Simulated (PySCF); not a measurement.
Level of theory: PBE-D3(BJ)/def2-TZVP // B3LYP-D3(BJ)/def2-TZVP in PySCF. Isolated molecules, 0 K electronic values unless said otherwise. One relaxed conformer stands for a flexible species; it need not be the lowest. 

Reference species (SMILES): `C(=C/O)/C` (C–C–O–H torsion 180°) (neutral, multiplicity 1).

| Property | Value |
|---|---|
| HOMO–LUMO gap | 5.13 eV |
| HOMO | -5.13 eV |

Changed species: `C(C)(=C)O` (C–C–O–H torsion 0°).

What does the change do to the HOMO–LUMO gap and HOMO?

the HOMO–LUMO gap rises by 0.14 eV, to 5.27 eV; the HOMO drops by 0.27 eV, to -5.40 eV.
